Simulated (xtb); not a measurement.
xtb input (GFN2-xTB):

```bash
xtb mol.xyz --gfn 2 --sp --chrg -1 --uhf 0
```
mol.xyz:
```
6

Si    -0.97543268     0.10959893     0.19520595
P      1.13449721    -0.18862683    -0.28607200
H     -1.82183741    -0.82343493    -0.62787256
H     -1.62420637     1.45445963    -0.06147326
H     -1.47167320    -0.15189419     1.60261794
H      1.55631634     0.81588701     0.64492459
```

End of the output:

```
         :::::::::::::::::::::::::::::::::::::::::::::::::::::
         ::                     SUMMARY                     ::
         :::::::::::::::::::::::::::::::::::::::::::::::::::::
         :: total energy              -6.473152708512 Eh    ::
         :: gradient norm              0.037464304737 Eh/a0 ::
         :: HOMO-LUMO gap              3.336026499902 eV    ::
         ::.................................................::
         :: SCC energy                -6.509287809886 Eh    ::
         :: -> isotropic ES            0.121356216092 Eh    ::
         :: -> anisotropic ES          0.008514247100 Eh    ::
         :: -> anisotropic XC          0.003139048122 Eh    ::
         :: -> dispersion             -0.004134310169 Eh    ::
         :: repulsion energy           0.036135101374 Eh    ::
         :: add. restraining           0.000000000000 Eh    ::
         :: total charge              -1.000000000000 e     ::
         :::::::::::::::::::::::::::::::::::::::::::::::::::::

           -------------------------------------------------
          |                Property Printout                |
           -------------------------------------------------

    * Orbital Energies and Occupations

         #    Occupation            Energy/Eh            Energy/eV
      -------------------------------------------------------------
         1        2.0000           -0.5070220             -13.7968
         2        2.0000           -0.3892189             -10.5912
         3        2.0000           -0.2562146              -6.9720
         4        2.0000           -0.2530432              -6.8857
         5        2.0000           -0.2322883              -6.3209
         6        2.0000           -0.1873948              -5.0993
         7        2.0000           -0.1310592              -3.5663 (HOMO)
         8                         -0.0084624              -0.2303 (LUMO)
         9                          0.0129658               0.3528
        10                          0.0212682               0.5787
        11                          0.0392877               1.0691
        12                          0.1232006               3.3525
Note: The following floating-point exceptions are signalling: IEEE_UNDERFLOW_FLAG IEEE_DENORMAL
normal termination of xtb
        13                          0.1319426               3.5903
        14                          0.1562199               4.2510
        15                          0.1925497               5.2395
        16                          0.2739217               7.4538
        17                          0.2823460               7.6830
        18                          0.5249877              14.2856
       ...                                ...                  ...
        22                          1.2027223              32.7277
      -------------------------------------------------------------
                  HL-Gap            0.1225967 Eh            3.3360 eV
             Fermi-level           -0.0697608 Eh           -1.8983 eV

     #   Z          covCN         q      C6AA      α(0)
     1  14 Si       3.636     0.448    98.954    19.080
     2  15 P        1.907    -0.866   230.292    28.669
     3   1 H        0.904    -0.197    10.611     5.096
     4   1 H        0.899    -0.177     9.232     4.754
     5   1 H        0.899    -0.177     9.232     4.754
     6   1 H        0.975    -0.031     3.653     2.987

 Mol. C6AA /au·bohr⁶  :       1313.344522
 Mol. C8AA /au·bohr⁸  :      55512.473734
 Mol. α(0) /au        :         65.340223

Wiberg/Mayer (AO) data.
largest (>0.10) Wiberg bond orders for each atom

 ---------------------------------------------------------------------------
     #   Z sym  total        # sym  WBO       # sym  WBO       # sym  WBO
 ---------------------------------------------------------------------------
     1  14 Si   3.915 --     2 P    1.304     3 H    0.866     5 H    0.863
                             4 H    0.863
     2  15 P    2.419 --     1 Si   1.304     6 H    0.978
     3   1 H    0.961 --     1 Si   0.866
     4   1 H    0.969 --     1 Si   0.863
     5   1 H    0.969 --     1 Si   0.863
     6   1 H    0.999 --     2 P    0.978
 ---------------------------------------------------------------------------

Topologies differ in total number of bonds
Writing topology from bond orders to xtbtopo.mol

molecular dipole:
                 x           y           z       tot (Debye)
 q only:       -1.060       0.224       0.314
   full:       -1.032       0.368       0.450       3.010
molecular quadrupole (traceless):
                xx          xy          yy          xz          yz          zz
 q only:       -6.031       0.965       3.126       1.812      -0.518       2.905
  q+dip:       -7.343       1.584       3.854       2.569      -0.292       3.489
   full:       -7.661       2.517       4.120       3.455       0.339       3.541

           -------------------------------------------------
          | TOTAL ENERGY               -6.473152708512 Eh   |
          | GRADIENT NORM               0.037464304737 Eh/α |
          | HOMO-LUMO GAP               3.336026499902 eV   |
           -------------------------------------------------

------------------------------------------------------------------------
------------------------------------------------------------------------
 total:
 SCF:
```

It need not be the lowest isomer of its formula. Whether it binds its extra electron was not tested at this geometry.
